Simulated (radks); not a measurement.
Question: Species: Re+. Configuration: [Xe] 4f14 5d5 6s1 (the NIST ground configuration). Calculated with a radial shooting solver on a logarithmic mesh with Libxc functionals: scalar-relativistic Kohn-Sham, PW91, spin-polarised, spherical densities, point nucleus; open shells are filled with parallel spins first (spin-orbit coupling, left out, can overturn this in heavy ions). Some entries of the table are withheld. Estimate them.

orbital,occ.,eigenvalue (eV),r(max) (bohr)
1s up,1,-71680.96,0.01124
1s down,1,-71680.95,0.01124
2s up,1,-12434.17,0.06451
2s down,1,-12433.92,0.06451
2p up,3,-10851.24,0.05302
2p down,3,-10851.04,0.05302
3s up,1,-2884.280,0.1819
3s down,1,-2884.198,0.1819
3p up,3,-2417.631,0.1803
3p down,3,-2417.539,0.1803
3d up,5,-1888.906,0.1468
3d down,5,-1888.738,0.1469
4s up,1,-607.7141,0.4125
4s down,1,-607.4791,0.4125
4p up,3,-454.6665,0.4330
4p down,3,-454.4432,0.4330
4d up,5,-262.7605,0.4432
4d down,5,-262.4943,0.4432
5s up,1,-93.6223,0.9393
5s down,1,-91.4638,0.9346
5p up,3,-55.6983,1.064
5p down,3,-52.8402,1.055
4f up,7,-49.8723,0.4168
4f down,7,-49.3649,0.4166
5d up,5,-14.1788,1.425
6s up,1,-13.6548,2.443
5d down,0,-10.5110,1.401
6p up,0,-7.5672,(1)

Answer: 
(1) 6p up r(max) (bohr): 3.139
